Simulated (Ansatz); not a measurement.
CH$_{3}$F$_{3}$SeSn, SMILES `C[Se][Sn]([F])([F])[F]`, relaxed with RKS PBE-D4/def2-SVP in Ansatz 0.2.0 from a rough embedded geometry. The force threshold is 0.03 eV/Å; the program also tests the step.

Charge 0, multiplicity 1. Sn takes the def2 core potential.

Start:

```xyz
9

C     0.005   -0.658    1.584
Se   -0.876   -1.382    0.033
Sn   -0.087    0.548   -1.480
F    -0.778    2.142   -0.844
F    -0.774    0.230   -3.289
F     1.863    0.556   -1.526
H     1.118   -0.558    1.344
H    -0.381    0.384    1.727
H    -0.089   -1.262    2.451
```

**Question.** By how much does the energy fall, and how many steps does the optimiser take? (An estimate is asked.)

**Answer.** Computed: 8.69 kcal/mol, in 4 steps.

**Question.** Which bonds change most? (An estimate is asked.)

**Answer.** Ansatz gave: Sn3–F4 from 1.850 to 1.947 Å; Se2–Sn3 from 2.576 to 2.515 Å; C1–Se2 from 1.925 to 1.983 Å; C1–H9 from 1.061 to 1.106 Å.

**Question.** Give the relaxed structure. (Best estimate.)

**Answer.** The calculation gave: 
```xyz
9

C     0.053   -0.619    1.605
Se   -0.888   -1.394    0.041
Sn   -0.142    0.444   -1.506
F    -0.710    2.217   -0.934
F    -0.744    0.244   -3.341
F     1.795    0.627   -1.570
H     1.138   -0.544    1.409
H    -0.377    0.363    1.870
H    -0.126   -1.338    2.426
```
